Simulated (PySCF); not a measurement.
A calculated (r2SCAN, PySCF 2.14, x2c-TZVPPall with one added diffuse shell of s type, the spin-free X2C one-electron Hamiltonian (Gaussian nucleus)) atom or ion has these occupied shells.

| shell | electrons | orbital energy (eV) | rms radius, mean of both spins (bohr) |
| --- | --- | --- | --- |
| 1s | 2 | -108.50 | 0.488 |
| 2s | 2 | -5.747 | 2.87 |

Problem. Name the element and its charge.

Solution. Be (beryllium, neutral), in [He] 2s2, closed-shell 1S.
